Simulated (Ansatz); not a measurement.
Computed with Ansatz on PBE0-D4/def2-TZVP structures; ΔE is electronic, products minus reactants. CCSD(T)/CBS is the MP2 limit (def2-TZVPP, def2-QZVPP) plus CCSD(T) − MP2 in def2-TZVPP, frozen cores. Functionals use def2-TZVPP. For Br outer-core shells are correlated without core-valence functions, which leaves a few kJ/mol of doubt a bond. Scalar relativity is left out up to krypton. One conformer a species, not always the lowest.

`B[SiH](N)P` + HBr → `BBr` + `N[SiH2]P`  (cleavage of the B–Si bond)

```
    level  ΔE (eV)
  BLYP-D4    -0.92
CAM-B3LYP    -1.10
```

Task: What does CCSD(T)/CBS give? (An estimate is asked.)

Result: Ansatz gave: -1.02 eV. The listed levels differ from it by 0.10, -0.08 eV.

Largest T1 diagnostic among the species: 0.016.

From PBE to PBE0 (25 % exact exchange), in def2-TZVPP and without D4, ΔE moves by −0.12 eV. In def2-TZVPP, CCSD(T) changes the Hartree–Fock value by +0.59 eV (the triples alone add +0.09 eV) and MP2 by +0.56 eV.
